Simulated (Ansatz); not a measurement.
`N[SiH](Cl)CCl` → `CCl` + `N[Si]Cl` at 600 K and 1 bar (silylene formation by 1,1-elimination).

Calculated with Ansatz (gas phase, PBE0-D4/def2-TZVP geometries, no zero-point term in ΔE). CBS: MP2 limit from def2 TZ/QZ plus the TZ coupled-cluster correction, frozen cores. This one scheme is used for every species. One conformer a species, not always the lowest.

```
        species  CCSD(T)/CBS energy (Eh)  H − E (kJ/mol)  S (J/(mol·K))
`N[SiH](Cl)CCl`              -1304.49623           236.0          454.9
          `CCl`               -499.63220           125.0          268.9
      `N[Si]Cl`               -804.81589           108.1          331.4
```

H − E and S are ideal-gas, rigid-rotor, harmonic terms from PBE0-D4/def2-TZVP, for one conformer and one mirror image of each species. 1 Eh = 2625.50 kJ/mol, R = 8.31446 J/(mol·K).

Question: By hand: ΔE, ΔH, ΔS and ΔG.

Answer: ΔE = (-499.63220) + (-804.81589) − (-1304.49623) = 0.04814 Eh = 126.4 kJ/mol. Δ(H − E) = 125.0 + 108.1 − 236.0 = -2.9, so ΔH = 123.5 kJ/mol. ΔS = 268.9 + 331.4 − 454.9 = 145.4 J/(mol·K). ΔG = 123.5 − 600 × (145.4)/1000 = 36.3 kJ/mol.

Question: By hand: the equilibrium constant, and the temperature at which ΔG would vanish if ΔH and ΔS stayed fixed.

Answer: log₁₀ K = −ΔG/(RT ln 10) = -3.2. ΔG = 0 at ΔH/ΔS = 849 K.

The number of gas molecules changes by +1, which sets the sign of ΔS. A doubt of 5 kJ/mol in ΔE shifts log₁₀ K by 0.4 here. Other conformers and mirror images would add mixing entropy, several J/(mol·K) or more a flexible species. These are equilibria of isolated gas molecules and say nothing of rates. Largest T1 diagnostic: 0.013 (customary marks: 0.02 for closed shells, 0.045 for open ones).
